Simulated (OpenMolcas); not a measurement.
## Mn2+: effect of the ligand basis

Mn2+ with 6 ligands (fluoride) in octahedral coordination (Oh) at 2.14 Å. A charge of +0.667 e stands 3.2 Å behind each ligand.

```
Program             : OpenMolcas 26.06
Method              : CASSCF
Spin-orbit coupling : state interaction with AMFI integrals over the reference wave functions
```

Fixed: metal basis ANO-RCC-VTZP, active space 5 electrons in 5 orbitals (3d), DKH2 Hamiltonian.

States (labels of O, the rotations of Oh). Energies in cm-1 above the lowest state or level, χT in cm3 K/mol; 10Dq and B are least-squares fits to the states below 45000 cm-1, weighted by degeneracy, with a free offset, and given where the rms deviation is under 5 % of |10Dq| (or 100 cm-1) and under 700 cm-1.

```json
{"Run": "A", "Ligand basis": "ANO-RCC-VDZP", "Ground state": "6A1", "10Dq": "6164", "B (rms of fit)": "1102 (100)", "First gap with spin-orbit (degeneracies)": "27951 (6, 2)", "χT at 300 K": "4.386", "First state of another spin": "4T1 27995", "Cost": "roughly 50 core-seconds"}
{"Run": "B", "Ligand basis": "ANO-RCC-VTZP", "Ground state": "6A1", "10Dq": "6025", "B (rms of fit)": "1100 (87)", "First gap with spin-orbit (degeneracies)": "28000 (6, 2)", "χT at 300 K": "4.386", "First state of another spin": "4T1 28043", "Cost": "roughly 2.2 core-minutes"}
```

Against A, |10Dq| changes by -2.3 % in B.

Costs are those of the RASSCF and RASSI steps.

Without dynamic correlation the repulsion within the d shell is too large (B by tens of per cent), so at a given field states of lower spin stand too high. Ligand-to-metal charge-transfer states are missing. With no ligand orbital active B as a rule stays too high, so bands that hang on it stand too high and its fall with covalency is understated. With metal d orbitals alone and no dynamic correlation the field as a rule comes out too small, by tens of per cent, by up to half for chloride and softer ligands. No measured value stands beside these numbers; the geometry was imposed, not optimised, and the real ion may take another.
